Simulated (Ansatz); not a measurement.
Reaction (formal exchange of groups at the Al–Si bond): `N[SiH2][Al]([OH])[Cl]` + `[SiH3]Cl` → `[OH][Al]([Cl])[SiH2]Cl` + `N[SiH3]`

Computed with Ansatz on PBE0-D4/def2-TZVP structures; ΔE is electronic, products minus reactants. CCSD(T)/CBS is the MP2 limit (def2-TZVPP, def2-QZVPP) plus CCSD(T) − MP2 in def2-TZVPP, frozen cores. This one scheme is used for every species. Functionals use def2-TZVPP. B3LYP here is the variant with VWN-RPA as its local correlation; programs differ in this. Each species was taken in one conformer, which may not be the lowest.

`N[SiH2][Al]([OH])[Cl]`:

Cartesian coordinates in Å:
```
N 2.089 -0.598 -0.241
Si 0.918 0.517 0.377
Al -1.423 -0.037 -0.120
O -2.716 0.907 0.423
Cl -1.867 -1.755 -1.272
H 2.190 -0.672 -1.242
H 2.125 -1.519 0.169
H 1.096 0.583 1.854
H 1.225 1.859 -0.191
H -3.636 0.715 0.243
```

`[SiH3]Cl`:

```xyz
5

Si    0.061    0.110    0.028
Cl   -0.912   -1.643   -0.420
H    -0.697    1.234   -0.567
H     1.426    0.049   -0.542
H     0.122    0.250    1.501
```

`[OH][Al]([Cl])[SiH2]Cl`:

Cartesian coordinates in Å:
```
O -0.994 1.520 1.349
Al 0.054 0.258 0.961
Cl 1.287 -0.591 2.428
Si 0.075 -0.527 -1.349
Cl 1.450 -2.059 -1.532
H -1.089 1.910 2.217
H 0.465 0.545 -2.302
H -1.248 -1.056 -1.773
```

`N[SiH3]`:

Cartesian coordinates in Å:
```
N -0.573 0.879 0.191
Si 0.258 -0.598 -0.100
H -0.759 1.505 -0.576
H -0.389 1.396 1.035
H -0.397 -1.272 -1.250
H 1.712 -0.477 -0.425
H 0.148 -1.433 1.124
```

| level | ΔE (kcal/mol) | difference from CCSD(T)/CBS |
| --- | --- | --- |
| PBE-D4 | -0.8 | 0.5 |
| r2SCAN-D4 | -1.1 | 0.2 |
| B3LYP-D4 | -1.3 | 0.0 |
| ωB97X-V | -1.4 | -0.1 |
| ωB97M-V | -1.4 | -0.1 |
| B2PLYP | -1.3 | 0.0 |
| PBE | -0.6 | 0.7 |
| r2SCAN | -1.1 | 0.2 |
| PBE0 | -1.0 | 0.3 |
| B3LYP | -1.1 | 0.2 |
| MP2/def2-TZVPP | -1.5 | -0.2 |
| SCS-MP2/def2-TZVPP | -1.5 | -0.2 |
| CCSD/def2-TZVPP | -1.4 | -0.1 |
| CCSD(T)/def2-TZVPP | -1.3 | 0.0 |
| SCS-MP2/def2-QZVPP | -1.5 | -0.2 |
| MP2/CBS(def2) | -1.6 | -0.3 |
| CCSD(T)/CBS | -1.3 | 0 |

Largest T1 diagnostic among the species: 0.012.
